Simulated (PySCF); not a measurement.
BCl2, SMILES Cl[B]Cl, multiplicity 2. Coordinates come from a PBE-D3(BJ)/def2-TZVP optimisation. The isomer is the one that the SMILES or the coordinates give; other isomers of the formula were not compared.

Problem. Give the equilibrium geometry at PBE-D3(BJ)/def2-TZVP (PySCF confirms it by a frequency run) as bond lengths and angles, and its point group. (The exact figures need the calculation; the answer reports its results.)

Solution. point group C2v.
Atoms: Cl1 B2 Cl3. Bond lengths (Å): Cl1–B2 1.730, B2–Cl3 1.730. Bond angles (°): Cl1–B2–Cl3 125.5.
Charge 0, spin multiplicity 2.
